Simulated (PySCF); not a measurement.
# [Gd(N2)2]3+ at several levels of theory

Computed with PySCF 2.14.0 (density fitting, no spin-orbit coupling) at the geometry relaxed with B3LYP:

```xyz
5
[Gd(N2)2]3+ (singlet in the valence; each metal's 4f electrons, 7 of them, lie in its core potential, out of spins and levels)
Gd    0.0000    0.0000    0.0000
N     0.0000    0.0000    2.4839
N     0.0000    0.0000    3.5918
N     0.0000    0.0000   -2.4839
N     0.0000    0.0000   -3.5918
```

```tsv
level	basis	state	HOMO (eV)	gap (eV)	charge on Gd1 (e)	population of f-type functions on Gd1 (polarisation alone where 4f lies in the core)	dipole about the centre of mass (D)	largest force component (eV/Å)
B3LYP	Gd lcecp-1-SVP with ECP53, N def2-SVP	singlet	-26.50	6.03	2.48	0.02	0.00	0.01
CAM-B3LYP	the same	singlet	-28.36	9.35	2.49	0.02	0.00	0.84
TPSS	the same	singlet	-25.04	4.17	2.47	0.02	0.00	1.29
BLYP	the same	singlet	-24.74	3.64	2.40	0.02	0.00	1.98
B3LYP	Gd lcecp-1-TZVP with ECP53, N def2-TZVP	singlet	-26.50	6.04	2.63	0.02	0.00	1.43
```

In the lcecp rows the 4f levels are missing from HOMO and gap, and the state counts the valence alone.

Charges are Mulliken's, which hang on the basis. The relaxation used the grid (50, 194), these runs (75, 302) or, all-electron (x2c bases, spin-free X2C Hamiltonian), (99, 590).

**Question.** What does revPBE with Gd lcecp-1-SVP with ECP53, N def2-SVP give here?

**Answer.** state singlet, HOMO (eV) -24.78, gap (eV) 3.74, charge on Gd1 (e) 2.44, population of f-type functions on Gd1 (polarisation alone where 4f lies in the core) 0.02, dipole about the centre of mass (D) 0.00, largest force component (eV/Å) 2.09. Time: 3.1 s on 2 threads of Arm Neoverse V2 (shared host), from an already converged density.

In the first row's basis the gap widens with exact exchange: 3.6 to 4.2 eV for BLYP, revPBE, TPSS (none); 6.0 eV for B3LYP (a fixed share); 9.3 eV for CAM-B3LYP (rising or full at long range).

A frequency check found unstable modes (2, the lowest at -39 cm⁻¹), so the relaxed geometry is a saddle point, or these are noise. An lcecp potential fixes the number of 4f electrons, so in runs with it no electron can move into or out of that shell.
